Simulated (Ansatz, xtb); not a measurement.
# BrGe2H7Si: which of two isomers lies lower

Structure I: `[GeH3][GeH2][SiH2]Br`, a singlet. Structure II: `[GeH3][SiH2][GeH2][Br]`, a singlet. Both are isolated molecules in the gas phase, relaxed with r2SCAN-D4/def2-SVP; each stands in its lowest conformer found.

**Question.** Estimate which is lower in electronic energy at CCSD(T)/def2-SVP + ΔMP2/def2-TZVPP, and by roughly how much.

**Answer.** The CCSD(T)/def2-SVP + ΔMP2/def2-TZVPP calculation puts structure I lower, by 4.9 kcal/mol.

How the difference moves with the method:

| level | geometry | E(II) − E(I) (kcal/mol) | departure from the last row (kcal/mol) | job, with rough time for the two |
| --- | --- | --- | --- | --- |
| r2SCAN-D4/def2-SVP | r2SCAN-D4/def2-SVP | +3.8 | −1.1 | optimisation, 3.4 min |
| HF/def2-SVP | r2SCAN-D4/def2-SVP | +3.4 | −1.5 | part of the CCSD(T) run |
| MP2/def2-SVP | r2SCAN-D4/def2-SVP | +4.1 | −0.8 | part of the CCSD(T) run |
| CCSD(T)/def2-SVP | r2SCAN-D4/def2-SVP | +3.5 | −1.4 | single point |
| CCSD(T)/def2-SVP + ΔMP2/def2-TZVPP | r2SCAN-D4/def2-SVP | +4.9 |  | single point, 4.5 min |

As drawn, II has 1 Ge–Si, 1 Br–Ge in place of 1 Ge–Ge, 1 Br–Si.

The levels shown agree on the order. The largest departure from CCSD(T)/def2-SVP + ΔMP2/def2-TZVPP is that of HF/def2-SVP, 1.5 kcal/mol. A small imaginary or near-zero mode remains, so no thermal terms are given. Levels run at GFN2-xTB geometries aren't shown. The last row adds to CCSD(T) the change of the MP2 difference between the two basis sets, here +1.4 kcal/mol.

The correlated steps freeze 32 core orbitals; the filled d shell of Br and Ge is correlated, in a basis made for valence electrons. Codes used: Ansatz 0.2.0, xtb 6.7.1; the last row on 2 threads of Intel(R) Xeon(R) Processor @ 2.50GHz (Skylake/Cascade Lake) on a shared host.
